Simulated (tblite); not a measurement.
Compound: C₆H₁₆OSSi.
Atom-mapped SMILES: `[CH3:1][O:2][CH2:3][SiH2:4][S:5][C:6]([CH3:7])([CH3:8])[CH3:9]` (hydrogens: H10, H11, H12 on C1; H13, H14 on C3; H15, H16 on Si4; H17, H18, H19 on C7; H20, H21, H22 on C8; H23, H24, H25 on C9)

Geometry (GFN2-xTB, Å), atoms numbered from 1 in this order:
```xyz
25
C6H16OSSi angstrom
C      4.8969   -0.1504   -0.1623
O      3.5905    0.2274   -0.5111
C      2.5990   -0.4598    0.2226
Si     0.9520    0.1993   -0.4432
S     -0.5502   -0.8789    0.6281
C     -2.1743   -0.0494    0.2272
C     -3.2510   -1.0079    0.7252
C     -2.3005    0.1582   -1.2736
C     -2.2488    1.2725    0.9768
H      5.0667   -1.2170   -0.3586
H      5.0935    0.0449    0.8998
H      5.5732    0.4440   -0.7740
H      2.7214   -0.2718    1.2981
H      2.6991   -1.5440    0.0772
H      0.8560   -0.0739   -1.8759
H      0.8422    1.6341   -0.1842
H     -3.1852   -1.9552    0.1967
H     -3.1208   -1.2010    1.7867
H     -4.2384   -0.5802    0.5617
H     -3.3021    0.5155   -1.5088
H     -2.1335   -0.7768   -1.8027
H     -1.5807    0.8922   -1.6288
H     -2.1140    1.1091    2.0432
H     -1.4802    1.9589    0.6304
H     -3.2218    1.7346    0.8159
```

Calculated harmonic vibrations of the isolated species, GFN2-xTB (tblite), most abundant isotopes, no scaling. The method is semi-empirical: single wavenumbers can be off by several per cent or more. Modes of hydrogen on silicon can be 10 to 20 % off. One conformer, not necessarily the lowest.

Harmonic wavenumbers (cm⁻¹): 35.9, 42.7, 59.5, 70.0, 98.7, 148.8, 193.4, 199.8, 227.7, 237.3, 255.9, 272.9, 288.2, 363.6, 379.0, 392.4, 402.7, 462.9, 544.5, 576.2, 590.7, 714.6, 780.3, 788.6, 807.7, 850.8, 961.3, 962.1, 966.8, 979.5, 1032.5, 1033.9, 1102.5, 1134.4, 1157.0, 1172.3, 1195.8, 1238.7, 1243.0, 1299.0, 1399.6, 1401.5, 1406.3, 1421.4, 1469.5, 1473.5, 1486.8, 1487.6, 1488.1, 1491.4, 1493.7, 1495.0, 1506.6, 2250.7, 2273.1, 2852.4, 2887.4, 2889.4, 2914.0, 3011.4, 3013.7, 3021.4, 3022.4, 3032.9, 3039.9, 3041.5, 3044.0, 3047.6, 3051.1.

A = 3199, B = 438.3, C = 425.9 MHz; mass 164.069 u (most abundant isotopes); point group C1, symmetry number 1.

Task: What is the zero-point energy?

Result: ½Σν̃ = 45339 cm⁻¹ = 129.63 kcal/mol.

Task: Entropy at 200 K, 1 bar (ideal gas, RRHO, classical rotation)?

Result: Translation 39.24, rotation 29.48, vibration 32.03: S = 100.7 cal/(mol K).

Task: And Cp and H(200 K) − H(0)?

Result: Cp = 39.28 cal/(mol K), of which vibrations give 31.33 (their classical limit is 69 R = 137.1); H(200 K) − H(0) = 4.94 kcal/mol without the zero-point energy, 3.35 from vibrations.

Task: Which modes carry the vibrational entropy at 200 K?

Result: 35.9 cm⁻¹: 4.68; 42.7 cm⁻¹: 4.34; 59.5 cm⁻¹: 3.69; 70.0 cm⁻¹: 3.37; 98.7 cm⁻¹: 2.71; 148.8 cm⁻¹: 1.94 cal/(mol K); the other 63 give 11.30 together.

Task: Blend soft modes into free rotors: weight 1/[1 + (100 cm⁻¹/ν̃)⁴] for the oscillator and the rest for a rotor with moment μB/(μ + B), μ = h/(8π²ν), B = 10⁻⁴⁴ kg m². What vibrational entropy results?

Result: 28.77 cal/(mol K) in place of 32.03, which changes −T·S at 200 K by +0.65 kcal/mol.

Task: How do the functions run with temperature in this model?

Result: 
| T (K) | S (cal/(mol K)) | Cp (cal/(mol K)) | H − H(0) (kcal/mol) | G − H(0) (kcal/mol) | ln q(vib) |
| --- | --- | --- | --- | --- | --- |
| 100 | 78.6 | 25.5 | 1.67 | -6.19 | 3.37 |
| 300 | 119.0 | 51.5 | 9.48 | -26.22 | 11.78 |
| 500 | 150.8 | 73.9 | 22.11 | -53.27 | 19.37 |
| 800 | 190.9 | 97.0 | 48.02 | -104.73 | 29.75 |
| 1000 | 213.8 | 107.5 | 68.52 | -145.24 | 36.07 |

q(vib) and H(0) count from the zero-point level.

Task: What must be added to the electronic energy to get the Gibbs energy at 200 K and 1 bar?

Result: ZPE + [H(200 K) − H(0)] − T·S = 129.63 + 4.94 − 20.15 = 114.42 kcal/mol.

Hindered rotation and anharmonicity are outside this model. Other conformers, if any are populated, would add a mixing term that is left out. The structure is chiral; the term R ln 2 for an equal mix with its mirror image is left out.

The run took 1.5 s on an Arm Neoverse V1 with one thread, on a shared host. This covers the Hessian and the dipole derivatives.
